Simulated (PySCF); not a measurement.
## State search for BSe⁺

Unrestricted PBE0; basis B 6-31G(d,p), Se 6-31G(d,p); no relativity; PySCF 2.14. Outer shells of the fragments: B+ 2s2; Se 3d10 4s2 4p4.

Followed along the bond (rough minima from three points):

```tsv
2Ms+1	unpaired	⟨S²⟩ at the start	R at minimum (Å)	Te (eV)
3	σ ↑, π ↑	2.01	1.85	0.00
1	σ ↑, π ↓	1.03	1.86	0.12
1	none	0.00	1.72	0.58
3	π ↑↑	2.01	none in the scan	≤ 1.23
```

Solutions found at the starting distance of 2.030 Å, counted from the lowest of them; the search is not exhaustive and high or unbound solutions are not listed, so other states can lie among these:

| 2Ms+1 | unpaired | term | E (eV) | ⟨S²⟩ | ⟨Lz²⟩ | μ (D) |
| --- | --- | --- | --- | --- | --- | --- |
| 3 | σ ↑, π ↑ | ³Π | 0.00 | 2.01 | 1.02 | -3.75 |
| 1 | σ ↑, π ↓ | mixed | 0.11 | 1.03 | 1.01 | -3.77 |
| 3 | π ↑↑ | ³Σ⁻ | 1.28 | 2.01 | 0.00 | -0.78 |
| 1 | none | ¹Σ⁺ | 1.38 | 0.00 | 0.00 | -5.01 |
| 1 | π ↑↓ | mixed | 1.71 | 1.01 | 2.01 | -0.74 |
| 1 | none | mixed | 2.93 | 0.00 | 2.00 | -0.61 |
| 3 | σ ↑, π ↑↑↓ | mixed | 3.12 | 3.01 | 3.01 | -1.30 |
| 3 | π ↑↑ | mixed | 3.36 | 2.08 | 2.01 | -4.24 |
| 3 | σ ↑↑ | ³Σ⁺ | 3.89 | 2.23 | 0.00 | -3.29 |
| 1 | σ ↑, π ↑↓↓ | mixed | 4.00 | 2.02 | 3.02 | -0.73 |

A term symbol is given only where ⟨S²⟩ and ⟨Lz²⟩ are close to those of a pure state; real π, δ and φ orbitals otherwise mix terms. A positive dipole points towards Se; it is taken about the centre of mass and depends on that origin.

Spin–orbit coupling is left out. Counting both spins, an empty level lies below a filled one in some of these solutions, because spin and occupation are held.
